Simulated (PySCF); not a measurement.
**Trend along the fifth-period p block: MPb cations**

CCSD(T) with double-zeta basis sets in PySCF, for the lowest determinant that a PBE0 search found; no spin–orbit coupling. De refers to high-spin ground-configuration atoms (the charge goes to the atom of lower measured ionisation energy or higher electron affinity, which is not always the lowest computed limit).

```json
{"M": "In", "basis": "def2-SVP", "reference, frozen orbitals": "UHF, 8", "charged atom": "In+", "state (unpaired electrons)": "triplet (σ ↑, π ↑)", "Re (Å)": "3.348", "ωe (cm⁻¹)": "74.1", "De (eV)": "n/a"}
{"M": "Sn", "basis": "def2-SVP", "reference, frozen orbitals": "UHF, 8", "charged atom": "Sn+", "state (unpaired electrons)": "quartet (σ ↑, π ↑↑)", "Re (Å)": "2.893", "ωe (cm⁻¹)": "142", "De (eV)": "n/a"}
{"M": "I", "basis": "def2-SVP", "reference, frozen orbitals": "RHF, 8", "charged atom": "Pb+", "state (unpaired electrons)": "singlet (closed shell)", "Re (Å)": "2.722", "ωe (cm⁻¹)": "200", "De (eV)": "n/a"}
```

The shortest bond is that of PbI⁺ (2.722 Å), the longest that of InPb⁺ (3.348 Å).

The state changes along the series, so neighbouring rows are not always alike in their bonding.

Correlated steps freeze 8 core orbitals. These are scalar-relativistic numbers at best; spin–orbit coupling would shift them, the dissociation energy most. States were picked by a PBE0 search and need not be the measured ground states.
